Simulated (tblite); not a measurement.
Species: C7H12BN.
Numbering: `[CH3:1][NH:2][BH:3][C@H:4]1[CH2:5][CH2:6][C:7]12[CH:8]=[CH:9]2` (hydrogens: H10, H11, H12 on C1; H13 on N2; H14 on B3; H15 on C4; H16, H17 on C5; H18, H19 on C6; H20 on C8; H21 on C9)

Computed with GFN2-xTB (tblite), gas phase: L-BFGS steps from a force-field or distance-geometry start until the largest atomic force falls under 0.01 eV/Å.

Step 87: E = -684.9941 eV
```
atom  x, y, z in Å  |  force x, y, z in eV/Å
C1      3.3635    0.0365    0.8217   -0.015  -0.025  -0.002
N2      2.0946   -0.1340    0.1388    0.046   0.003   0.005
B3      0.9671    0.6524    0.2442    0.005  -0.026   0.008
C4     -0.3285    0.2800   -0.5893   -0.022   0.028  -0.006
C5     -0.6344   -1.1824   -0.9997   -0.034   0.023   0.011
C6     -2.0906   -1.0172   -0.5304   -0.032   0.003   0.027
C7     -1.6973    0.3119    0.1050    0.003   0.009  -0.016
C8     -2.0306    0.8110    1.4710    0.025  -0.013  -0.007
C9     -2.5444    1.4829    0.4764    0.004   0.005  -0.019
H10     4.1148   -0.6246    0.3918    0.023   0.026  -0.005
H11     3.7151    1.0668    0.7321   -0.061  -0.044   0.022
H12     3.2662   -0.2010    1.8856    0.019   0.018  -0.014
H13     2.0712   -0.9526   -0.4493    0.016  -0.039  -0.004
H14     0.9841    1.5966    0.9388    0.018   0.043   0.015
H15    -0.3735    0.9235   -1.4758    0.020   0.029  -0.005
H16    -0.0925   -1.9145   -0.4010   -0.003   0.023  -0.011
H17    -0.5022   -1.4192   -2.0550   -0.015   0.001   0.022
H18    -2.8004   -0.9063   -1.3513    0.004   0.006  -0.011
H19    -2.4679   -1.7823    0.1480    0.019  -0.016   0.025
H20    -1.9016    0.6809    2.5191   -0.011   0.002  -0.044
H21    -3.1216    2.3087    0.1334   -0.008  -0.054   0.008
```

Step 88: E = -684.9949 eV
```
atom  x, y, z in Å  |  force x, y, z in eV/Å
C1      3.3606    0.0370    0.8240   -0.001  -0.026   0.007
N2      2.0951   -0.1364    0.1370    0.034   0.012   0.019
B3      0.9673    0.6486    0.2423    0.006   0.011   0.020
C4     -0.3278    0.2794   -0.5913   -0.035   0.022  -0.013
C5     -0.6357   -1.1824   -1.0034   -0.035   0.026  -0.003
C6     -2.0904   -1.0186   -0.5272   -0.012  -0.006   0.029
C7     -1.6947    0.3109    0.1061   -0.015   0.013  -0.024
C8     -2.0280    0.8121    1.4709    0.013   0.010  -0.005
C9     -2.5414    1.4832    0.4755    0.006  -0.001  -0.024
H10     4.1161   -0.6174    0.3920    0.036   0.021  -0.006
H11     3.7063    1.0701    0.7415   -0.062  -0.051   0.017
H12     3.2635   -0.2061    1.8870    0.014   0.013  -0.027
H13     2.0706   -0.9549   -0.4503    0.038  -0.060  -0.010
H14     0.9868    1.5935    0.9363    0.009   0.041   0.014
H15    -0.3730    0.9280   -1.4746    0.017   0.010  -0.004
H16    -0.0877   -1.9150   -0.4099   -0.024   0.029  -0.018
H17    -0.5116   -1.4178   -2.0603   -0.003   0.009   0.031
H18    -2.8041   -0.9088   -1.3455    0.015  -0.003   0.013
H19    -2.4611   -1.7838    0.1551    0.010  -0.007   0.009
H20    -1.9029    0.6865    2.5198   -0.001  -0.008  -0.038
H21    -3.1169    2.3089    0.1294   -0.009  -0.055   0.012
```

Step 89: E = -684.9958 eV
```
atom  x, y, z in Å  |  force x, y, z in eV/Å
C1      3.3589    0.0369    0.8252    0.012  -0.024   0.010
N2      2.0962   -0.1391    0.1358    0.005   0.006   0.022
B3      0.9684    0.6451    0.2411    0.004   0.047   0.025
C4     -0.3277    0.2797   -0.5921   -0.028   0.011  -0.017
C5     -0.6374   -1.1815   -1.0062   -0.022   0.022  -0.013
C6     -2.0904   -1.0196   -0.5242    0.007  -0.007   0.020
C7     -1.6930    0.3100    0.1071   -0.025   0.013  -0.027
C8     -2.0272    0.8126    1.4706   -0.001   0.034  -0.016
C9     -2.5391    1.4830    0.4740    0.004  -0.008  -0.018
H10     4.1184   -0.6108    0.3912    0.048   0.013  -0.010
H11     3.6976    1.0718    0.7485   -0.047  -0.029   0.007
H12     3.2629   -0.2096    1.8871    0.007  -0.004  -0.013
H13     2.0707   -0.9592   -0.4489    0.049  -0.071  -0.014
H14     0.9918    1.5924    0.9331    0.000   0.029   0.008
H15    -0.3725    0.9329   -1.4723    0.014  -0.005  -0.004
H16    -0.0844   -1.9142   -0.4171   -0.037   0.030  -0.020
H17    -0.5196   -1.4161   -2.0640    0.006   0.017   0.028
H18    -2.8066   -0.9103   -1.3409    0.015  -0.013   0.032
H19    -2.4547   -1.7856    0.1608   -0.004  -0.002   0.000
H20    -1.9079    0.6905    2.5198    0.014  -0.019  -0.009
H21    -3.1133    2.3080    0.1257   -0.021  -0.040   0.007
```

**Question.** Estimate the geometry and energy of step 90. (The exact step hangs on the optimiser's Hessian estimate; all steps are aligned on step 89, rigid shifts and turns removed.)

**Answer.** E = -684.9967 eV, largest force 0.072 eV/Å
```
atom  x, y, z in Å  |  force x, y, z in eV/Å
C1      3.3562    0.0363    0.8287    0.022  -0.013   0.018
N2      2.0980   -0.1406    0.1323   -0.022  -0.010   0.020
B3      0.9685    0.6417    0.2384    0.012   0.062   0.022
C4     -0.3286    0.2799   -0.5960   -0.009   0.002  -0.007
C5     -0.6406   -1.1804   -1.0115   -0.008   0.012  -0.015
C6     -2.0905   -1.0220   -0.5192    0.022  -0.008   0.009
C7     -1.6914    0.3091    0.1071   -0.025   0.013  -0.018
C8     -2.0231    0.8153    1.4699   -0.009   0.047  -0.019
C9     -2.5352    1.4833    0.4719   -0.003  -0.015  -0.004
H10     4.1227   -0.6018    0.3924    0.040   0.014  -0.003
H11     3.6868    1.0743    0.7629   -0.035  -0.017  -0.002
H12     3.2573   -0.2170    1.8890    0.007  -0.022  -0.022
H13     2.0754   -0.9620   -0.4516    0.048  -0.053  -0.003
H14     0.9934    1.5892    0.9322   -0.006   0.006  -0.008
H15    -0.3733    0.9372   -1.4732    0.011  -0.014  -0.004
H16    -0.0814   -1.9133   -0.4284   -0.041   0.025  -0.019
H17    -0.5318   -1.4140   -2.0703    0.015   0.024   0.024
H18    -2.8114   -0.9153   -1.3324    0.011  -0.023   0.050
H19    -2.4455   -1.7888    0.1703   -0.014   0.012  -0.015
H20    -1.9063    0.6984    2.5196    0.025  -0.028   0.001
H21    -3.1080    2.3074    0.1221   -0.040  -0.015  -0.004
```

The energy changes by -0.0009 eV. The first-order estimate −F·Δx gives -0.0013 eV and the mean of the old and new forces, exact on a quadratic surface, -0.0009 eV. The step makes an angle of 80° with the force vector and moves no atom by more than 0.018 Å.

What follows is the cost of the whole relaxation. Time: 1.9 s wall. Hardware: one thread, Arm Neoverse N1 (aarch64), shared host with 64 logical CPUs at a one-minute load of 59.
